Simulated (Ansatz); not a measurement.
Start from `[BH2][GaH][SiH3]` and change one atom or group to get `[BH2][GaH][OH]`.

Ansatz, PBE0-D4/def2-TZVP geometries, multiplicity 1. Each molecule was computed in one conformer, which needn't be the lowest.

Scalar relativity is left out up to krypton.

| property | `[BH2][GaH][SiH3]` |
| --- | --- |
| HOMO–LUMO gap (B3LYP/def2-TZVPP) / eV | 4.54 |
| HOMO–LUMO gap (ωB97M-V/def2-TZVPP) / eV | 8.83 |
| HOMO energy (B3LYP/def2-TZVPP) / eV | -7.01 |
| size of the dipole moment (ωB97M-V/def2-TZVPP) / D | 0.73 |
| size of the dipole moment (B3LYP/def2-TZVPP) / D | 0.62 |
| LUMO energy (B3LYP/def2-TZVPP) / eV | -2.47 |

(1) Give the same properties after the change, and the shifts. (An estimate is asked.)

## Answers

(1) Computed: 
```json
{"property": "HOMO–LUMO gap (B3LYP/def2-TZVPP) / eV", "`[BH2][GaH][OH]`": "4.64", "shift": "0.10"}
{"property": "HOMO–LUMO gap (ωB97M-V/def2-TZVPP) / eV", "`[BH2][GaH][OH]`": "9.14", "shift": "0.31"}
{"property": "HOMO energy (B3LYP/def2-TZVPP) / eV", "`[BH2][GaH][OH]`": "-7.45", "shift": "-0.44"}
{"property": "size of the dipole moment (ωB97M-V/def2-TZVPP) / D", "`[BH2][GaH][OH]`": "2.10", "shift": "1.37"}
{"property": "size of the dipole moment (B3LYP/def2-TZVPP) / D", "`[BH2][GaH][OH]`": "2.06", "shift": "1.44"}
{"property": "LUMO energy (B3LYP/def2-TZVPP) / eV", "`[BH2][GaH][OH]`": "-2.81", "shift": "-0.34"}
```

With PBE0 the HOMO falls by 0.43 eV and the LUMO falls by 0.32 eV, so the gap widens by about 0.11 eV. PBE moves the HOMO by -0.23 eV and ωB97M-V by -0.60 eV. The zero-point energy changes by -27.2 kJ/mol with -6 modes. Dipoles are sizes alone; their direction can turn.

B3LYP here is the variant with VWN-RPA as its local correlation; programs differ in this.
